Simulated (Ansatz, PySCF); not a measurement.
Three-fold rotor about C1–O2 in CH6OSi (SMILES CO[SiH3]); single points on GFN2-xTB geometries with the dihedral held.
Staggered geometry (60°) (charge 0, multiplicity 1):
| atom | x (Å) | y (Å) | z (Å) |
|---|---|---|---|
| C | 1.3161 | -0.0591 | 0.1279 |
| O | 0.4758 | -0.0964 | -0.9820 |
| Si | -0.8217 | -1.0279 | -1.2561 |
| H | 1.7946 | -1.0287 | 0.2899 |
| H | 2.0856 | 0.6926 | -0.0544 |
| H | 0.7608 | 0.2094 | 1.0305 |
| H | -0.4710 | -2.4522 | -1.2331 |
| H | -1.1787 | -0.5333 | -2.5738 |
| H | -1.8589 | -0.8113 | -0.2414 |

Frozen-core correlation. CBS(a, b) extrapolates the correlation energy as X⁻³ and adds the Hartree–Fock energy of set b. MP2 and its Hartree–Fock in cc-pV(Q+d)Z are density fitted. Rows in 6-31G* carry no dispersion term and start afresh at each structure (6-31G* with six Cartesian d functions).

Programs: Ansatz (a quantum-chemistry and plane-wave program); PySCF for 6-31G* rows. Values without a source in brackets are computed.

Energies above the staggered point (kcal/mol):

```json
[
 {"dihedral (°)": "0", "PBE/def2-TZVPP": "0.629", "B3LYP/6-31G*": "0.791", "MP2/CBS(cc-pV(T+d)Z, cc-pV(Q+d)Z) + ΔCCSD(T)/cc-pV(T+d)Z": "0.599"},
 {"dihedral (°)": "15", "PBE/def2-TZVPP": "0.509", "B3LYP/6-31G*": "0.641", "MP2/CBS(cc-pV(T+d)Z, cc-pV(Q+d)Z) + ΔCCSD(T)/cc-pV(T+d)Z": "0.485"},
 {"dihedral (°)": "30", "PBE/def2-TZVPP": "0.275", "B3LYP/6-31G*": "0.346", "MP2/CBS(cc-pV(T+d)Z, cc-pV(Q+d)Z) + ΔCCSD(T)/cc-pV(T+d)Z": "0.261"},
 {"dihedral (°)": "45", "PBE/def2-TZVPP": "0.079", "B3LYP/6-31G*": "0.100", "MP2/CBS(cc-pV(T+d)Z, cc-pV(Q+d)Z) + ΔCCSD(T)/cc-pV(T+d)Z": "0.075"},
 {"dihedral (°)": "60", "PBE/def2-TZVPP": "0.000", "B3LYP/6-31G*": "0.000", "MP2/CBS(cc-pV(T+d)Z, cc-pV(Q+d)Z) + ΔCCSD(T)/cc-pV(T+d)Z": "0.000"},
 {"dihedral (°)": "75", "PBE/def2-TZVPP": "0.059", "B3LYP/6-31G*": "0.076", "MP2/CBS(cc-pV(T+d)Z, cc-pV(Q+d)Z) + ΔCCSD(T)/cc-pV(T+d)Z": "0.056"},
 {"dihedral (°)": "90", "PBE/def2-TZVPP": "0.244", "B3LYP/6-31G*": "0.311", "MP2/CBS(cc-pV(T+d)Z, cc-pV(Q+d)Z) + ΔCCSD(T)/cc-pV(T+d)Z": "0.233"},
 {"dihedral (°)": "105", "PBE/def2-TZVPP": "0.492", "B3LYP/6-31G*": "0.620", "MP2/CBS(cc-pV(T+d)Z, cc-pV(Q+d)Z) + ΔCCSD(T)/cc-pV(T+d)Z": "0.470"},
 {"dihedral (°)": "120", "PBE/def2-TZVPP": "0.630", "B3LYP/6-31G*": "0.791", "MP2/CBS(cc-pV(T+d)Z, cc-pV(Q+d)Z) + ΔCCSD(T)/cc-pV(T+d)Z": "0.600"}
]
```

Moments of inertia of the two ends about the bond: 3.184 and 56.161 u Å².

Task: Fit V = V₃/2 (1 − cos 3φ) + V₆/2 (1 − cos 6φ), φ counted from the staggered point, and estimate the harmonic torsional frequency.

Result: 
V₃ is the energy at φ = 60°; at φ = 30° (mean of both sides) V = 0.5 V₃ + 1 V₆. The reduced moment I₁I₂/(I₁ + I₂) = 3.014 u Å² gives F = 16.8576/I = 5.594 cm⁻¹ (a rough rule where the frame isn't a symmetric top). Near the minimum V = kφ²/2 with k = (9V₃ + 36V₆)/2, and ω = √(2Fk), with 1 kcal/mol = 349.755 cm⁻¹.
- PBE/def2-TZVPP: V₃ = 0.63, V₆ = -0.055 kcal/mol, k = 645 cm⁻¹/rad², ω = 85 cm⁻¹
- B3LYP/6-31G*: V₃ = 0.79, V₆ = -0.067 kcal/mol, k = 824 cm⁻¹/rad², ω = 96 cm⁻¹
- MP2/CBS(cc-pV(T+d)Z, cc-pV(Q+d)Z) + ΔCCSD(T)/cc-pV(T+d)Z: V₃ = 0.60, V₆ = -0.053 kcal/mol, k = 611 cm⁻¹/rad², ω = 83 cm⁻¹
